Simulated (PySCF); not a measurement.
**Spinor energies of Eu(33+) (europium, charge +33)**

Start: [Ar] 3d10 4s2. Calculated with PySCF 2.14 in an uncontracted even-tempered set (19 s from 1.4 bohr⁻², ratio 2.6; 15 p from 1.8 bohr⁻², ratio 2.6; 10 d from 1.8 bohr⁻², ratio 2.6; 6 f from 1.8 bohr⁻², ratio 2.8): generalised Hartree-Fock with the X2C-1e Hamiltonian and a Gaussian nucleus; spin-orbit coupling (SO) screened by Boettger's factors.

```json
{"spinor shell": "1s1/2", "electrons": "2", "ε, screened SO (eV)": "-50062.6", "weight of nominal j (screened SO)": "1.000", "rms radius, screened SO (bohr)": "0.0254"}
{"spinor shell": "2s1/2", "electrons": "2", "ε, screened SO (eV)": "-9404.4", "weight of nominal j (screened SO)": "1.000", "rms radius, screened SO (bohr)": "0.103"}
{"spinor shell": "2p1/2", "electrons": "2", "ε, screened SO (eV)": "-8976.4", "weight of nominal j (screened SO)": "1.000", "rms radius, screened SO (bohr)": "0.0879"}
{"spinor shell": "2p3/2", "electrons": "4", "ε, screened SO (eV)": "-8321.5", "weight of nominal j (screened SO)": "1.000", "rms radius, screened SO (bohr)": "0.0942"}
{"spinor shell": "3s1/2", "electrons": "2", "ε, screened SO (eV)": "-3048.2", "weight of nominal j (screened SO)": "1.000", "rms radius, screened SO (bohr)": "0.261"}
{"spinor shell": "3p1/2", "electrons": "2", "ε, screened SO (eV)": "-2862.6", "weight of nominal j (screened SO)": "1.000", "rms radius, screened SO (bohr)": "0.253"}
{"spinor shell": "3p3/2", "electrons": "4", "ε, screened SO (eV)": "-2720.9", "weight of nominal j (screened SO)": "1.000", "rms radius, screened SO (bohr)": "0.265"}
{"spinor shell": "3d3/2", "electrons": "4", "ε, screened SO (eV)": "-2413.3", "weight of nominal j (screened SO)": "1.000", "rms radius, screened SO (bohr)": "0.236"}
{"spinor shell": "3d5/2", "electrons": "6", "ε, screened SO (eV)": "-2382.6", "weight of nominal j (screened SO)": "1.000", "rms radius, screened SO (bohr)": "0.239"}
{"spinor shell": "4s1/2", "electrons": "2", "ε, screened SO (eV)": "-1403.9", "weight of nominal j (screened SO)": "1.000", "rms radius, screened SO (bohr)": "0.538"}
```

```json
{"quantity": "E (hartree)", "screened SO": "-10239.30355"}
{"quantity": "M_J", "screened SO": "0"}
{"quantity": "⟨J²⟩", "screened SO": "0.000"}
{"quantity": "⟨L²⟩", "screened SO": "0.030"}
{"quantity": "⟨S²⟩", "screened SO": "0.030"}
```

Breit and QED terms are absent; they matter most for the inner s and p1/2 levels.

Densities and radii are taken from the X2C orbitals without a picture-change correction, which distorts them close to the nucleus.
